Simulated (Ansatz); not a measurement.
C2H8N (SMILES C[NH2+]C), charge +1, singlet, geometry from GFN2-xTB; HF/STO-3G run with Ansatz (a first-principles code).

Ansatz was given this input:
Ansatz 0.2 input:
```yaml
crystal:
  periodic: [false, false, false]
  atoms:
    - {symbol: C, position_ang: [-0.02333821, -0.27178422, 1.23058526]}
    - {symbol: N, position_ang: [0.03459018, 0.54534707, 0.00080941]}
    - {symbol: C, position_ang: [-0.01095720, -0.26891545, -1.23138777]}
    - {symbol: H, position_ang: [0.81917921, -0.96023702, 1.25829085]}
    - {symbol: H, position_ang: [0.01259112, 0.36354745, 2.11314052]}
    - {symbol: H, position_ang: [-0.94632669, -0.84824181, 1.24954279]}
    - {symbol: H, position_ang: [0.89993071, 1.10048027, 0.00580798]}
    - {symbol: H, position_ang: [0.83180433, -0.95731169, -1.25222260]}
    - {symbol: H, position_ang: [0.03383921, 0.36847078, -2.11205406]}
    - {symbol: H, position_ang: [-0.93370156, -0.84531649, -1.26097066]}
    - {symbol: H, position_ang: [-0.75367517, 1.20537707, -0.00238562]}
basis:
  gaussian:
    orbitals: STO-3G
hamiltonian:
  xc: hf
total_charge: 1
```

### Question
Write the output that Ansatz gives for this input, abridged.

### Answer

```
Functional definition: HF
323 factors; integrals over basis functions are off by at most 2.0e-5 eV
mean field evaluation 1: about -3619.7725 eV, gradient 9.8e0 eV
mean field evaluation 2: about -3619.9684 eV, gradient 9.7e0 eV
mean field evaluation 4: about -3620.3460 eV, gradient 5.3e-1 eV
mean field evaluation 8: about -3620.3467 eV, gradient 1.0e-5 eV
mean field -3620.34668206 eV, -133.0452866066 hartree, gradient 1.7e-5 eV, S^2 0.000000; 0 other end points of the search recorded, 0 dependent functions left out
reference -3620.34668206 eV, -133.0452866066 hartree; 13, 13 occupied and 10, 10 virtual orbitals, 323 factors
Total energy: -3620.34668206 eV, -133.0452866066 hartree
```
